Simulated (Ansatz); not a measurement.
A structure relaxed at PBE-D4/def2-SVP in Ansatz, charge 0, singlet:

```xyz
11

W     0.014    0.158   -0.142
N     1.540    0.510   -0.984
H     2.171    0.995   -1.627
N    -1.390    1.176   -0.533
H    -1.912    1.923   -0.999
N     0.364    0.392    1.785
H    -0.339    0.679    2.470
H     1.287    0.310    2.220
N    -0.480   -1.692   -0.615
H     0.185   -2.411   -0.912
H    -1.440   -2.041   -0.663
```

Give its formula, name or SMILES and point group.

W(NH)2(NH2)2 (WN4H6). Point group C2v (tolerance 0.1 Å).

Summarise the bond lengths by kind (pairs closer than 1.2 times the sum of covalent radii, bridged metal pairs left out).

4 × N–W 1.78 to 1.97 Å; 6 × H–N 1.02 Å. The metal has 4 neighbours: N 1.78 Å, N 1.78 Å, N 1.97 Å, N 1.97 Å.

In the def2 sets W takes a core potential; there is no spin–orbit coupling. The relaxation made no stability test and no search for a lower SCF solution.
